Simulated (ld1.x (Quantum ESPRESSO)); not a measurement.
**Transferability test, PAW potential for Si (Z = 14)**

* Element: Si
* Generator: ld1.x (Quantum ESPRESSO) 7.5
* Type: PAW
* Functional: PBE
* Relativity: scalar-relativistic
* Frozen core: [Ne]
* Valence charge: 4
* Reference configuration: 3s1 3p3
* Partial waves: 3s (bound): rcut 1.35, rcutus 1.85 bohr; 3s channel at 0.75 Ry: rcut 1.35, rcutus 1.85 bohr; 3p (bound): rcut 1.85, rcutus 1.95 bohr; 3p channel at 3.55 Ry: rcut 1.85, rcutus 1.95 bohr; 3d channel at -0.1 Ry: rcut 1.50, rcutus 1.75 bohr; 3d channel at 1.95 Ry: rcut 1.50, rcutus 1.75 bohr
* Local potential: all-electron potential smoothed inside 1.45 bohr (lloc = -1)
* Core correction: Bessel-smoothed model core, default radius (core density twice the valence density)
* Augmentation charge: PSQ, inside the norm-conserving radii

Energies are relative to the spin-unpolarised reference configuration 3s1 3p3; without spin polarisation the order of configurations can differ from experiment. The frozen-core shift is the all-electron ΔE with the core orbitals held at their reference shape minus the fully relaxed ΔE.

```json
{"valence configuration": "3s2 3p1", "charge": "+1", "ΔE all-electron (eV)": "0.926", "error AE − PS (meV)": "-0.2", "frozen-core shift (meV)": "+0.4"}
{"valence configuration": "3s2 3p0", "charge": "+2", "ΔE all-electron (eV)": "16.919", "error AE − PS (meV)": "-5.6", "frozen-core shift (meV)": "+5.9"}
{"valence configuration": "3s1 3p2", "charge": "+1", "ΔE all-electron (eV)": "8.356", "error AE − PS (meV)": "-0.8", "frozen-core shift (meV)": "+1.0"}
{"valence configuration": "3s2 3p1.5", "charge": "+0.5", "ΔE all-electron (eV)": "-3.893", "error AE − PS (meV)": "-0.2", "frozen-core shift (meV)": "+0.5"}
{"valence configuration": "3s2 3p2.3", "charge": "-0.3", "ΔE all-electron (eV)": "-7.744", "error AE − PS (meV)": "-0.4", "frozen-core shift (meV)": "+0.9"}
```

**Question.** What are ΔE and the potential's error for 3s2 3p2?

**Answer.** ΔE = -6.814 eV all-electron; the error (AE − PS) is -0.4 meV.

**Question.** What are ΔE and the potential's error for 3s0 3p4?

**Answer.** ΔE = 6.964 eV all-electron; the error (AE − PS) is -0.7 meV.

Levels in the configuration 3s2 3p2:

| level | all-electron (eV) | pseudo (eV) |
| --- | --- | --- |
| 3s | -10.813 | -10.811 |
| 3p | -4.081 | -4.081 |
